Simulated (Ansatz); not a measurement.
Species: C$_{5}$H$_{9}$O (charge 0, doublet). It need not be the lowest isomer of its formula. 
Coordinates optimised at B3LYP-D3(BJ)/def2-TZVP (Ansatz, a quantum-chemistry and plane-wave program):
```
C
O 1 1.2062
C 1 1.5149 2 122.89
H 3 1.0947 1 107.80 2 132.41
H 3 1.0969 4 105.18 1 -113.53
C 3 1.5206 4 111.60 5 -120.50
H 6 1.0895 3 110.92 4 179.37
H 6 1.0903 7 107.33 3 -121.25
H 6 1.0907 7 108.55 8 -116.98
C 1 1.5418 2 121.06 3 178.67
H 10 1.0913 1 106.54 2 24.78
H 10 1.0926 11 109.37 1 -117.90
C 10 1.4841 11 111.36 12 -122.93
H 13 1.0806 10 121.22 11 148.49
H 13 1.0807 14 118.24 10 -170.45
```
Charge 0, spin multiplicity 2.

Computed values are from Ansatz. Cores are frozen in the correlated levels unless marked. Open shells are spin-unrestricted. No spin-orbit coupling. No relativistic terms. CBS(X,Y): correlation extrapolated as X^-3; Hartree-Fock from the larger set. The bracket is a focal-point correction in the basis named.

Question: What is the T1 diagnostic at CCSD/cc-pVTZ?

Answer: 0.014.

Question: What is the atomisation energy De at RI-MP2/CBS(cc-pVTZ,cc-pVQZ)+[CCSD(T)-MP2]/cc-pVTZ?

Answer: 6096.1 kJ/mol.

Question: What is the dipole moment at CCSD(T)/aug-cc-pVDZ?

Answer: 2.59 D.

Question: What is the total energy at RI-MP2/CBS(cc-pVTZ,cc-pVQZ)+[CCSD(T)-MP2]/cc-pVTZ?

Answer: -270.7826 Eh.
